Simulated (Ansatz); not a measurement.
## The vertical ionisation energy down a group: F to I

One atom is swapped for its congeners: HF (hydrogen fluoride); HCl (hydrogen chloride); HBr (hydrogen bromide); HI (hydrogen iodide). All are singlets with charge 0.

Shapes, held fixed at every level: PBE0-D4/def2-TZVP. Programs: Ansatz 0.2.0. Values in eV.

```
              level     HF    HCl    HBr     HI
  PBE-D4/def2-TZVPP  16.23  12.69  11.71  10.53
B3LYP-D4/def2-TZVPP  16.25  12.75  11.80  10.62
 wB97M-V/def2-TZVPP  16.06  12.71  11.69  10.52
 wB97X-V/def2-TZVPP  16.12  12.73  11.76  10.59
  B2PLYP/def2-TZVPP  16.12  12.65  11.71  10.55
    CCSD/def2-TZVPP  15.94  12.53  11.60  10.44
 CCSD(T)/def2-TZVPP  16.01  12.59  11.65  10.49
           measured  16.12      –      –      –
```

At CCSD(T)/def2-TZVPP the vertical ionisation energy falls at every step, from 16.01 to 10.49 eV. Every level shows the same order. Measured values: NIST CCCBDB. For atoms past krypton def2 sets carry core potentials with scalar relativity. Relativity is left out for Br unless named. Correlated rows may include outer-core shells of Br, I, which these sets cover unevenly. The lone pairs of the heavier congeners lie higher, so an electron comes off more easily. Spin-orbit coupling, which grows down the group, is left out.
